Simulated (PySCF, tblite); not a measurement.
Isomers of H5N2OSi2 (doublet state). All values are computed: GFN2-xTB (tblite) harmonic vibrations without scaling, gas phase. Against measured fundamentals such values can be off by several per cent, at times by over 20. Modes of hydrogen on silicon can be 10 to 20 % off. One conformer each. Open shells enter through the occupations alone, without spin polarisation, and single modes of such species can be off by tens of per cent.

Electronic energies: B3LYP/pcH-1 single points on the GFN2-xTB geometries (PySCF, gas phase).

```json
{"SMILES": "O[Si@@H]1[N][SiH2]N1", "electronic energy, lowest = 0 (kJ/mol)": "134.0"}
{"SMILES": "O[Si]1N[SiH2]N1", "electronic energy, lowest = 0 (kJ/mol)": "23.9"}
{"SMILES": "O[SiH]1N[SiH]N1", "electronic energy, lowest = 0 (kJ/mol)": "0.0"}
```

Q: How do GFN2-xTB zero-point energies change the relative energies?

A: 
```json
{"SMILES": "O[SiH]1N[SiH]N1", "ZPE (kJ/mol)": "158.9", "of it from modes above 1550 cm⁻¹": "91.2", "electronic (kJ/mol)": "0.0", "with ZPE, lowest = 0 (kJ/mol)": "0.0", "lowest mode (cm⁻¹)": "121", "rings": "1"}
{"SMILES": "O[Si]1N[SiH2]N1", "ZPE (kJ/mol)": "159.2", "of it from modes above 1550 cm⁻¹": "90.3", "electronic (kJ/mol)": "23.9", "with ZPE, lowest = 0 (kJ/mol)": "24.2", "lowest mode (cm⁻¹)": "129", "rings": "1"}
{"SMILES": "O[Si@@H]1[N][SiH2]N1", "ZPE (kJ/mol)": "153.3", "of it from modes above 1550 cm⁻¹": "84.8", "electronic (kJ/mol)": "134.0", "with ZPE, lowest = 0 (kJ/mol)": "128.3", "lowest mode (cm⁻¹)": "131", "rings": "1"}
```

The zero-point energies span 5.9 kJ/mol, from `O[Si@@H]1[N][SiH2]N1` to `O[Si]1N[SiH2]N1`. The order is unchanged.

Q: And how do the electronic energies of GFN2-xTB itself compare?

A: `O[SiH]1N[SiH]N1` 0.0; `O[Si]1N[SiH2]N1` 7.8; `O[Si@@H]1[N][SiH2]N1` 61.3 kJ/mol, lowest = 0. Against the energies above, taken from the same isomer `O[SiH]1N[SiH]N1`, the largest difference is 72.7 kJ/mol.

Q: What do entropy and thermal enthalpy add at 298.15 K and 1 bar (rigid rotor, harmonic oscillator, one conformer each)?

A: 
```tsv
SMILES	point group	symmetry number	S (J/(mol K))	H − H(0) (kJ/mol)	ZPE + H − H(0) − TS (kJ/mol)
O[SiH]1N[SiH]N1	Cs	1	349.7	21.84	76.5
O[Si]1N[SiH2]N1	Cs	1	345.5	21.30	77.5
O[Si@@H]1[N][SiH2]N1	C1	1	342.4	20.88	72.1
```

S holds R ln(2S + 1) for the spin.
